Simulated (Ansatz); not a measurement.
Compare A (`[SiH3][NH][GaH][SiH3]`) with its isomer B (`[NH2][GaH][SiH2][SiH3]`).

Isolated molecules relaxed with PBE0-D4/def2-TZVP in Ansatz; ΔE leaves out vibrations. CBS: MP2 limit from def2 TZ/QZ plus the TZ coupled-cluster correction, frozen cores. DFT in def2-TZVPP. B3LYP here is the variant with VWN-RPA as its local correlation; programs differ in this. For Ga outer-core shells are correlated without core-valence functions, which leaves a few kJ/mol of doubt a bond. Scalar relativity is left out up to krypton. Each species was taken in one conformer, which may not be the lowest.

Q: Which is lower in electronic energy at CCSD(T)/CBS, and by how much? (An estimate is asked.)

A: Computed: A, by 44.0 kJ/mol.

Q: Give E(B) − E(A) in kJ/mol with ωB97M-V, MP2/def2-TZVPP, r2SCAN-D4, B3LYP-D4, HF/def2-TZVPP, PBE0-D4, CCSD/def2-TZVPP. (Estimate.)

A: Ansatz gave: ωB97M-V 46.8, MP2/def2-TZVPP 51.3, r2SCAN-D4 36.2, B3LYP-D4 43.1, HF/def2-TZVPP 61.9, PBE0-D4 30.0, CCSD/def2-TZVPP 47.6. None reverses the order clearly.

Largest T1 diagnostic: 0.015.

In def2-TZVPP, CCSD(T) changes the Hartree–Fock value by −16.4 kJ/mol (the triples alone add −2.1 kJ/mol) and MP2 by −10.6 kJ/mol. From PBE to PBE0 (25 % exact exchange), in def2-TZVPP and without D4, E(B) − E(A) moves by +5.9 kJ/mol.
